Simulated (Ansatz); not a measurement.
`[F][SbH][F]` + `[AlH3]` → `[F][SbH][AlH2]` + H–F  (formal exchange of groups at the Sb–F bond)

Program: Ansatz. Geometries: PBE0-D4/def2-TZVP. ΔE: electronic, gas phase. CCSD(T)/CBS is the MP2 limit (def2-TZVPP, def2-QZVPP) plus CCSD(T) − MP2 in def2-TZVPP, frozen cores. This one scheme is used for every species. Functionals use def2-TZVPP. B3LYP here is the variant with VWN-RPA as its local correlation; programs differ in this. Elements past krypton have def2 core potentials. For Sb outer-core shells are correlated without core-valence functions, which leaves a few kJ/mol of doubt a bond.

```
          level  ΔE (kJ/mol)  difference from CCSD(T)/CBS
         B97M-V         42.7                         36.2
        PBE0-D4         -2.0                         -8.5
       PBE-QIDH         -1.0                         -7.5
            PBE          7.4                          0.9
           PBE0          0.5                         -6.0
          B3LYP         21.4                         14.9
  HF/def2-TZVPP         23.1                         16.6
CCSD/def2-TZVPP          5.6                         -0.9
  HF/def2-QZVPP         29.8                         23.3
 MP2/def2-QZVPP          6.3                         -0.2
    CCSD(T)/CBS          6.5                            0
```

Problem. What do rigid-rotor, harmonic-oscillator terms from PBE0-D4/def2-TZVP frequencies (298.15 K, 1 bar) make of the CCSD(T)/CBS value? (Best estimate.)

Solution. Ansatz gave: ΔZPE = +5.2 kJ/mol, ΔH = +15.1 kJ/mol, ΔS = 9 J/(mol·K), ΔG = +12.5 kJ/mol.

Largest T1 diagnostic among the species: 0.015.

In def2-TZVPP, CCSD(T) changes the Hartree–Fock value by −18.5 kJ/mol (the triples alone add −1.0 kJ/mol) and MP2 by −20.3 kJ/mol. From r2SCAN to r2SCAN0 (25 % exact exchange), in def2-TZVPP and without D4, ΔE moves by −9.7 kJ/mol.
